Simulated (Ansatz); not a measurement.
Ansatz (an electronic-structure program) input file for Zr(F)4 cation (F4Zr), SMILES [F][Zr]([F])([F])[F] (connectivity only; charge and spin as stated), charge +1, multiplicity 2, PBE-D3(BJ)/def2-SVP. 

Ansatz 0.2 input:
```yaml
crystal:
  periodic: [false, false, false]
  atoms:
    - {symbol: Zr, position_ang: [-0.00000000, 0.00000000, -0.17604263]}
    - {symbol: F, position_ang: [0.00000000, -1.55616734, -1.18126112]}
    - {symbol: F, position_ang: [1.02178421, -0.00000000, 1.57246696]}
    - {symbol: F, position_ang: [0.00000000, 1.55616734, -1.18126111]}
    - {symbol: F, position_ang: [-1.02178420, -0.00000000, 1.57246697]}
basis:
  gaussian:
    orbitals: def2-SVP
hamiltonian:
  xc: pbe
  dispersion: d3bj
total_charge: 1
magnetization: {spin_polarized: true, initial_magnetization: 1}
relax: {f_tol: 0.002, max_steps: 200}
```

Output:

```
WARN ansatz: RAYON_NUM_THREADS=1 ignored (pool sized by the plan → 1); use --threads N
Functional definition: PBE
integrals: 0.03 GiB planned
870 factors; their error is unknown
mean field: 0.26 GiB planned
mean field evaluation 1: about -12110.3797 eV, gradient 6.9e1 eV
mean field evaluation 2: about -11721.8422 eV, gradient 2.9e2 eV
mean field evaluation 4: about -12107.1964 eV, gradient 6.2e1 eV
mean field evaluation 8: about -12125.8454 eV, gradient 6.0e-3 eV
mean field evaluation 16: about -12115.6335 eV, gradient 3.9e1 eV
mean field evaluation 32: about -12123.7814 eV, gradient 2.6e-5 eV
mean field evaluation 64: about -12123.8017 eV, gradient 6.1e-1 eV
mean field -12125.84542395 eV, -445.6166001371 hartree, gradient 1.4e-5 eV, S^2 0.754322; 11 other end points of the search recorded, 0 dependent functions left out
the calculation of the forces begins
reference -12125.84551010 eV, -445.6166033027 hartree; 24, 23 occupied and 63, 64 virtual orbitals, 870 factors
relax step   1: F+E_penalty+E_count = -12125.90963011 eV  Δ(F+E_penalty+E_count) = +0.000e0 eV  max|allowed force component| = 2.273e-1 eV/Å  Δτ_max = 0.0000 Å  (318 SCF iters, accepted)
these checks for a lower state are left out or cut short: starts, cluster_reference, orbital_swaps, neighbouring_geometries, increment
integrals: 0.03 GiB planned
870 factors; their error is unknown
mean field: 0.26 GiB planned
mean field -12125.85066100 eV, -445.6167925951 hartree, gradient 7.3e-5 eV, S^2 0.754406; 0 other end points of the search recorded, 0 dependent functions left out
the calculation of the forces begins
reference -12125.85074723 eV, -445.6167957638 hartree; 24, 23 occupied and 63, 64 virtual orbitals, 870 factors
relax step   2: F+E_penalty+E_count = -12125.91476125 eV  Δ(F+E_penalty+E_count) = -5.131e-3 eV  max|allowed force component| = 8.905e-2 eV/Å  Δτ_max = 0.0129 Å  (30 SCF iters, accepted)
these checks for a lower state are left out or cut short: starts, cluster_reference, orbital_swaps, neighbouring_geometries, increment
integrals: 0.03 GiB planned
870 factors; their error is unknown
mean field: 0.26 GiB planned
mean field evaluation 96: about -12125.8872 eV, gradient 3.8e-1 eV
mean field -12125.85190546 eV, -445.6168383281 hartree, gradient 7.3e-5 eV, S^2 0.754463; 0 other end points of the search recorded, 0 dependent functions left out
the calculation of the forces begins
reference -12125.85199175 eV, -445.6168414993 hartree; 24, 23 occupied and 63, 64 virtual orbitals, 870 factors
relax step   3: F+E_penalty+E_count = -12125.91600914 eV  Δ(F+E_penalty+E_count) = -1.248e-3 eV  max|allowed force component| = 8.421e-3 eV/Å  Δτ_max = 0.0123 Å  (30 SCF iters, accepted)
these checks for a lower state are left out or cut short: starts, cluster_reference, orbital_swaps, neighbouring_geometries, increment
integrals: 0.03 GiB planned
870 factors; their error is unknown
mean field: 0.26 GiB planned
mean field -12125.85192167 eV, -445.6168389238 hartree, gradient 6.8e-5 eV, S^2 0.754469; 0 other end points of the search recorded, 0 dependent functions left out
the calculation of the forces begins
reference -12125.85200797 eV, -445.6168420953 hartree; 24, 23 occupied and 63, 64 virtual orbitals, 870 factors
relax step   4: F+E_penalty+E_count = -12125.91602885 eV  Δ(F+E_penalty+E_count) = -1.971e-5 eV  max|allowed force component| = 7.724e-4 eV/Å  Δτ_max = 0.0017 Å  (24 SCF iters, accepted)
integrals: 0.03 GiB planned
870 factors; their error is unknown
mean field: 0.26 GiB planned
mean field evaluation 128: about -12125.1197 eV, gradient 3.3e0 eV
mean field evaluation 160: about -12124.3894 eV, gradient 1.3e0 eV
mean field evaluation 192: about -12124.7236 eV, gradient 1.1e0 eV
mean field -12125.85192167 eV, -445.6168389238 hartree, gradient 6.8e-5 eV, S^2 0.754469; 13 other end points of the search recorded, 0 dependent functions left out
the calculation of the forces begins
reference -12125.85200797 eV, -445.6168420953 hartree; 24, 23 occupied and 63, 64 virtual orbitals, 870 factors
Total energy: -12125.91611515 eV, -445.6191979905 hartree
Atom 0 at    -0.000000     0.000000    -0.166816 Å, force     0.000000    -0.000000     0.000772 eV/Å
Atom 1 at     0.000000    -1.554791    -1.184362 Å, force     0.000000    -0.000252    -0.000074 eV/Å
Atom 2 at     1.048080     0.000000     1.570954 Å, force     0.000305    -0.000000    -0.000312 eV/Å
Atom 3 at     0.000000     1.554791    -1.184362 Å, force     0.000000     0.000252    -0.000074 eV/Å
Atom 4 at    -1.048080    -0.000000     1.570955 Å, force    -0.000305     0.000000    -0.000312 eV/Å
Dipole moment:    -0.000000     0.000000    -0.019769 e Å
```

The calculation finished and met its thresholds.

Cost: very roughly 50 core-seconds.
